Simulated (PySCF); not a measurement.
# One molecule, several mistakes: AlCClH3Si cation

All numbers below are calculated, not measured. The program is PySCF 2.14.0, an open-source quantum chemistry code, run on an isolated molecule that a program drew, which may never have been made. The molecule is AlCClH3Si cation (charge +1, singlet), drawn as the SMILES string `[SiH2]=[CH][Al+][Cl]`.

Each row is a Hartree-Fock (HF) and frozen-core CCSD(T) single point in the cc-pV(D+d)Z basis, meant for a local HF minimum. Run 1 is clean. Each other run has one planted mistake out of seven kinds, and not every kind appears here: one electron removed, one electron added, multiplicity raised by two, geometry at a saddle point, minimal basis STO-3G, one bond length entered in bohr, all coordinates scaled. The reference is restricted for singlets and unrestricted otherwise, and also for a bond in bohr. Adding or removing an electron swaps singlet and doublet. Electrons count all cores. HOMO and LUMO are orbital energies over both spins, the gradient is its largest component, and the lowest frequency (negative if imaginary) is given only where the gradient is small. Bond lengths are over the 6 bonds as drawn. T1 is the CCSD diagnostic: over 0.02 (restricted) or 0.045 (unrestricted) a single reference is doubtful.

Geometry of the clean run:
```xyz
7
AlCClH3Si cation, angstrom
Si    1.2110   -1.7169    1.5878
C     1.9219   -0.2009    1.2042
Al    2.5330    0.3763   -0.4212
Cl    3.2053    1.0024   -2.2258
H     1.0262   -2.7452    0.5596
H     0.7599   -2.0573    2.9370
H     2.0282    0.5163    2.0188
```

| run | electrons | basis functions | <S^2> | HOMO (eV) | LUMO (eV) | gradient (hartree/bohr) | lowest frequency (cm^-1) | mean bond (Å) | longest bond (Å) | T1 | HF (hartree) | CCSD(T) (hartree) | mistake |
|---|---|---|---|---|---|---|---|---|---|---|---|---|---|
| 1 | 52 | 98 | 0.000 | -14.39 | -3.69 | 3.3e-05 | 81 | 1.5986 | 2.025 | 0.0153 | -1029.75374 | -1030.21603 | no fault |
| 2 | 52 | 98 | 1.039 | -12.38 | -5.75 | 3.9e-02 | - | 1.8700 | 3.458 | 0.0320 | -1029.62134 | -1030.05664 | one bond length entered in bohr |
| 3 | 52 | 35 | 0.000 | -12.05 | 0.13 | 2.4e-02 | - | 1.5986 | 2.025 | 0.0218 | -1018.19914 | -1018.37892 | minimal basis STO-3G |
| 4 | 52 | 98 | 0.000 | -14.13 | -3.82 | 2.1e-02 | - | 1.6466 | 2.086 | 0.0166 | -1029.74733 | -1030.21396 | all coordinates scaled |
| 5 | 52 | 98 | 2.024 | -10.90 | -5.71 | 1.1e-01 | - | 1.5986 | 2.025 | 0.0163 | -1029.65620 | -1030.08890 | multiplicity raised by two |
| 6 | 53 | 98 | 0.902 | -5.27 | 1.04 | 5.3e-02 | - | 1.5986 | 2.025 | 0.0478 | -1029.91250 | -1030.39385 | ? |

**Which mistake was planted in run 6, and what did it cost?**

It counts 53 electrons, one more than the clean run, at the same geometry and basis. So the mistake is: one electron added. Subtracting run 1 and multiplying by 627.51 kcal/mol a hartree, the energy moved by -99.6 kcal/mol in HF and -111.6 kcal/mol in CCSD(T).

Cautions from the logs. Run 3: T1 is over the limit, so its CCSD(T) energy is less reliable; run 6: T1 is over the limit, so its CCSD(T) energy is less reliable.
